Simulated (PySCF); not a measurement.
C2H4BN3. Atoms are numbered in the order given.

```xyz
10

N      0.0000     0.0000     2.0609
B      0.0000     0.0000     0.6783
N      0.0000     1.2447    -0.1646
C      0.0000     0.7664    -1.3489
C      0.0000    -0.7664    -1.3489
N      0.0000    -1.2447    -0.1646
H      0.0000    -0.8571     2.6019
H      0.0000     0.8571     2.6019
H      0.0000     1.3803    -2.2647
H      0.0000    -1.3803    -2.2647
```

Geometry: B3LYP-D3(BJ)/def2-SVP. The structure was generated by enumeration, and PubChem lists no compound with its InChIKey, so it may never have been made. Other conformers were not sampled.

Level of theory: PBE/def2-TZVP in PySCF.

The molecule is in vacuum.

Computed frontier levels, gap, dipole moment and polarisability:
```
Item                                                                                                             Result
---------------------------------------------------------------------------------------------  ------------------------
highest occupied level                                                                                         -5.99 eV
lowest empty level                                                                                             -3.46 eV
orbital gap                                                                                                     2.53 eV
dipole moment                                                                                                    0.71 D
quadrupole, principal values (traceless, Buckingham form, about the centre of nuclear charge)  -12.34, -4.72, 17.06 D·Å
mean static polarisability                                                                         57.2 bohr³ (8.47 Å³)
polarisability, principal values                                                                 34.5, 53.9, 83.1 bohr³
```
